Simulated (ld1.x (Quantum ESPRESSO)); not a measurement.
**Ba (Z = 56): variants of one TM semilocal potential**

Base potential:

ld1.x (Quantum ESPRESSO) 7.5 input, shortened:

```
&input
   title='Ba', zed=56., rel=1, dft='PBE', iswitch=3,
   config='[Xe] 5d0 6s2 6p0'
 /
 &inputp
   pseudotype=1, tm=.true., lloc=2,
   nlcc=.false.
 /
3
6S  1  0   2.00   0.00  3.95  3.95  0.0
6P  2  1   0.00   0.00  3.70  3.70  0.0
5D  3  2   0.00   0.00  3.55  3.55  0.0
 &test
   configts(1)='5d0 6s2 6p0'
 /
```

All-electron outer shells of the reference configuration (PBE, scalar-relativistic, ld1.x):

```
shell  level (eV)  outermost node (bohr)  outermost maximum (bohr)
   5s      -33.67                   0.80                      1.47
   5p      -18.74                   0.86                      1.67
   6s       -3.23                   1.97                      4.16
   5d       -2.02                   1.00                      2.49
   6p       -1.24                   2.36                      5.40
```

Cutoffs, loose and tight: the cutoffs (Ry, on a coarse ladder) from which the occupation-weighted sum of valence levels, in a spherical-Bessel basis at the reference potential, stays within 10 and 1 mRy of its value at 400 Ry. They do not see the model core or the augmentation charge, which bear on the density cutoff. Test errors are all-electron minus pseudo excitation energies from the reference, over the configurations 5d0 6s1 6p0; 5d0 6s1.5 6p0; 5d0 6s1 6p1; 5d0 6s0 6p1; 5d0.5 6s1.5 6p0; 5d1 6s0 6p0; 5d1 6s1 6p0. A dash means not determined; rows that change the core or the reference have their own tests.

A semilocal file is local in each channel, so a ghost entry of none says nothing of the separable form that plane-wave codes build from it.

| change | outcome | cutoff, loose | cutoff, tight | bound ghosts | largest test error (meV) |
| --- | --- | --- | --- | --- | --- |
| base | generated | 6 Ry | 6 Ry | none | +485 |
| core correction a·sin(br)/r model core inside 1.62 bohr | generated | 6 Ry | 6 Ry | none | -70 |
| core correction a·sin(br)/r model core inside 1.92 bohr | generated | 6 Ry | 6 Ry | none | -71 |
| core correction a·sin(br)/r model core inside 2.36 bohr | generated | 6 Ry | 6 Ry | none | -69 |
| core correction a·sin(br)/r model core inside 2.96 bohr | generated | 6 Ry | 6 Ry | none | -47 |
| core correction a·sin(br)/r model core inside 3.30 bohr | generated | 6 Ry | 6 Ry | none | +52 |
| core correction a·sin(br)/r model core inside 3.84 bohr | generated | 6 Ry | 6 Ry | none | +61 |

What comes out with this change to the base: core correction a·sin(br)/r model core inside 4.26 bohr?

outcome: generated; cutoff, loose: 6 Ry; cutoff, tight: 6 Ry; bound ghosts: none; largest test error (meV): +117.
